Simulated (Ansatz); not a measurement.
A structure relaxed at r2SCAN-D4/def2-SVP in Ansatz, charge 1, doublet:

```xyz
7

Cd   -0.447   -1.127   -1.340
Cd   -1.220    0.244    1.320
Cd    2.278    1.206    0.034
F     1.390   -0.186   -1.385
F    -1.853    0.342   -0.710
F    -0.731   -1.728    0.683
F     0.582    1.250    1.398
```

Task: Give its formula and point group.

Result: Cd3F4⁺. Point group C2v (tolerance 0.1 Å).

Task: Summarise the bond lengths by kind (pairs closer than 1.2 times the sum of covalent radii, bridged metal pairs left out).

Result: 8 × Cd–F 2.06 to 2.18 Å.

In the def2 sets Cd takes a core potential; there is no spin–orbit coupling. Another isomer (doublet) lies 0.03 eV lower at PBE0-D4/def2-TZVP; other spin states weren't run for this one.
